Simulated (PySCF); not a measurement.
Species: C7H9NO (charge +1 and doublet state).
Structure used (GFN2-xTB), in Å, numbered top down from 1:
```xyz
18
C7H9NO angstrom
C      3.2692    0.5414   -0.6405
C      2.1419    0.2786   -0.2984
C      0.7865   -0.0096    0.1054
C      0.1717   -1.1581   -0.6943
C     -1.2641   -1.3504   -0.2348
N     -1.9889   -0.1031   -0.2144
C     -1.4946    1.1266   -0.1482
O     -2.1335    2.1498   -0.0993
C      0.0415    1.3031   -0.1753
H      4.2807    0.7112   -0.8842
H      0.7556   -0.2383    1.1758
H      0.7293   -2.0821   -0.5398
H      0.2087   -0.9189   -1.7596
H     -1.7841   -2.0263   -0.9232
H     -1.2995   -1.8139    0.7601
H     -2.9931   -0.1734   -0.0742
H      0.2708    1.6859   -1.1760
H      0.2932    2.0839    0.5446
```

The hyperfine couplings belong to this conformer and change with its torsions.

The species is `[CH+]=[C][C@@H]1CCNC(=O)C1` [radical] (charge +1).

The calculation used UKS B3LYP, pcH-1 on C H N O, non-relativistic, mean-field spin-orbit, GIAO (PySCF 2.14.0). Isolated species at its GFN2-xTB geometry (one conformer only). A GFN2-xTB geometry isn't a minimum of the functional, and hyperfine couplings can be far from their values at a DFT geometry, by a factor of two or more for some ions and for spin on atoms past the first row. The SCF solution wasn't tested for stability.

Task: Give the principal g shifts and their parts.

Result: 
| Δg (ppt) | 1 | 2 | 3 |
| --- | --- | --- | --- |
| relativistic mass correction | -0.26 | -0.26 | -0.26 |
| gauge correction | 0.02 | 0.03 | 0.05 |
| orbital Zeeman/spin–orbit | 2.63 | 4.59 | 9.26 |
| total | 2.39 | 4.36 | 9.05 |

So g = 2.00470, 2.00668, 2.01136 and g_iso = 2.00758; the tensor is rhombic: the two nearest values differ by 30 % of g3 − g1. Axes: g3 points within 6° of the C7–O8 bond.

Task: Average each term over the three axes. Which is largest in size?

Result: The orbital-Zeeman/spin–orbit term 5.49, the mass correction -0.26 and the gauge correction 0.03 ppt, for a total of 5.26 ppt. The orbital-Zeeman/spin–orbit term is the largest in size. The mass correction is the same along every axis, so the anisotropy comes from the other two: their spans along these axes are 0.03 (gauge) and 6.63 ppt (orbital Zeeman/spin–orbit).

Task: What effective moment and Curie constant follow for a powder?

Result: With the mean of g² = 4.0304 and S(S+1) = 0.75: μ_eff = √(⟨g²⟩S(S+1)) = 1.739 μB and χT = 0.12505·⟨g²⟩·S(S+1) = 0.378 cm³ K/mol (cgs; spin-Hamiltonian part alone).

Task: In a frozen sample, at which fields do the three g values resonate at 9.5, 34, 94 and 263 GHz (hyperfine left aside), and which band first spreads them over more than twice a line width of 0.3 mT?

Result: 
| band | GHz | B(g3) mT | B(g2) mT | B(g1) mT | spread mT |
| --- | --- | --- | --- | --- | --- |
| X | 9.5 | 337.46 | 338.25 | 338.58 | 1.12 |
| Q | 34.0 | 1207.75 | 1210.57 | 1211.76 | 4.01 |
| W | 94.0 | 3339.07 | 3346.86 | 3350.16 | 11.09 |
| J | 263.0 | 9342.29 | 9364.09 | 9373.33 | 31.04 |

The spread grows in proportion to the frequency. X band is the first where it exceeds 0.6 mT.

Largest spin populations (Mulliken): O8 (+0.56), C1 (+0.23), C9 (+0.11) and C2 (+0.07).

The HOMO–LUMO gaps are 7.42 eV among the α and 1.58 eV among the β orbitals.

The SMILES draws the unpaired electron on C2; the largest computed Mulliken spin population is on O8 (0.56 against 0.07).
